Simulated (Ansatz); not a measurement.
`[OH][Sn][Cl]` and `[Cl][Sn][Cl]` differ in one atom or group.

Ansatz, PBE0-D4/def2-TZVP geometries, multiplicity 1. Each molecule was computed in one conformer, which needn't be the lowest.

Elements past krypton have def2 core potentials.

```json
{"property": "HOMO energy (PBE0/def2-TZVPP) / eV", "`[OH][Sn][Cl]`": "-7.63"}
{"property": "size of the dipole moment (B3LYP/def2-TZVPP) / D", "`[OH][Sn][Cl]`": "4.07"}
{"property": "LUMO energy (ωB97M-V/def2-TZVPP) / eV", "`[OH][Sn][Cl]`": "-0.76"}
{"property": "HOMO energy (ωB97M-V/def2-TZVPP) / eV", "`[OH][Sn][Cl]`": "-9.73"}
{"property": "HOMO–LUMO gap (ωB97M-V/def2-TZVPP) / eV", "`[OH][Sn][Cl]`": "8.97"}
{"property": "HOMO–LUMO gap (PBE0/def2-TZVPP) / eV", "`[OH][Sn][Cl]`": "5.11"}
```

Question: What does the change do to each property? (An estimate is asked.)

Answer: Ansatz gave: 
| property | `[Cl][Sn][Cl]` | shift |
| --- | --- | --- |
| HOMO energy (PBE0/def2-TZVPP) / eV | -8.03 | -0.40 |
| size of the dipole moment (B3LYP/def2-TZVPP) / D | 3.28 | -0.79 |
| LUMO energy (ωB97M-V/def2-TZVPP) / eV | -1.34 | -0.58 |
| HOMO energy (ωB97M-V/def2-TZVPP) / eV | -10.06 | -0.33 |
| HOMO–LUMO gap (ωB97M-V/def2-TZVPP) / eV | 8.72 | -0.25 |
| HOMO–LUMO gap (PBE0/def2-TZVPP) / eV | 4.91 | -0.20 |

With PBE0 the HOMO falls by 0.40 eV and the LUMO falls by 0.60 eV, so the gap narrows by about 0.20 eV. PBE moves the HOMO by -0.46 eV and ωB97M-V by -0.33 eV. The zero-point energy changes by -31.6 kJ/mol with -3 modes. Dipoles are sizes alone; their direction can turn.

B3LYP here is the variant with VWN-RPA as its local correlation; programs differ in this.
